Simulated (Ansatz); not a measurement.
A trace of molecular dynamics of C₂H₄MgO (8 atoms, charge 0, multiplicity 1).

The calculation used RKS PBE/6-31G in Ansatz.

- ensemble: NVT, Nosé–Hoover chain
- set temperature: 400 K
- thermostat: time constant 300 fs, chain length 1
- seed: 990634

```tsv
time (fs)	T (K)	potential energy less start (eV)	conserved less start (meV/atom)
0.0	400	0.000	0.00
8.0	1394	1.183	244.30
16.0	2395	7.572	1141.74
24.0	36073	10.910	4854.31
32.0	121472	14.659	16317.12
40.0	67394	11.927	16349.85
48.0	29275	13.127	16651.80
56.0	247080	23.943	53084.24
64.0	46318	22.709	52860.90
72.0	7281	22.747	52862.02
80.0	1631	21.533	52846.75
88.0	263	21.544	52848.36
96.0	107	21.338	52844.76
104.0	65	21.260	52844.44
112.0	39	21.198	52844.27
120.0	36	21.141	52844.03
128.0	28	21.100	52844.04
136.0	24	21.064	52843.99
144.0	21	21.033	52843.98
152.0	18	21.005	52843.96
160.0	16	20.980	52843.95
```

Is this trajectory sound?

The conserved energy changed by up to 53000 meV per atom, so the integration failed: the time step of 4 fs is too long for the fastest motions that this run met, and the later frames carry no physical meaning.

The run took 2.5 min on 1 thread of Intel(R) Xeon(R) 6975P-C (Granite Rapids), with other jobs on the host, peak memory 0.13 GiB.
